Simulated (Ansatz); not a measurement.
Reactions of FH$_{5}$NPSi (`F[SiH2]NP`).

Computed with Ansatz on PBE0-D4/def2-TZVP structures; ΔE is electronic, products minus reactants. CBS: MP2 limit from def2 TZ/QZ plus the TZ coupled-cluster correction, frozen cores. This one scheme is used for every species. Functionals use def2-TZVPP. For Se outer-core shells are correlated without core-valence functions, which leaves a few kJ/mol of doubt a bond. Scalar relativity is left out up to krypton. One conformer a species, not always the lowest.

```tsv
reaction	ωB97X-V (kcal/mol)	r2SCAN-D4 (kcal/mol)
`F[SiH2]NP` + `O[SiH2]O` → `O[SiH2]OP` + `N[SiH2]F`	-2.1	-2.0
`F[SiH2]NP` + `N[SiH3]` → `[SiH3]NP` + `N[SiH2]F`	-1.6	-1.6
`F[SiH2]NP` + `[SeH][SiH2][SeH]` → `P[Se][SiH2][SeH]` + `N[SiH2]F`	-8.6	-10.5
`F[SiH2]NP` + `OB(F)F` → `FB(F)OP` + `N[SiH2]F`	0.9	1.2
`F[SiH2]NP` + `F[SiH]([SiH3])[SiH3]` → `F[SiH]([SiH3])P` + `F[SiH2]N[SiH3]`	-22.7	-24.0
```

Question: Give the CCSD(T)/CBS values in the same order. (Estimate.)

Answer: Computed: -1.7, -1.6, -10.0, 1.6, -24.4 kcal/mol.

Largest T1 diagnostic: 0.014, for `F[SiH]([SiH3])P`.
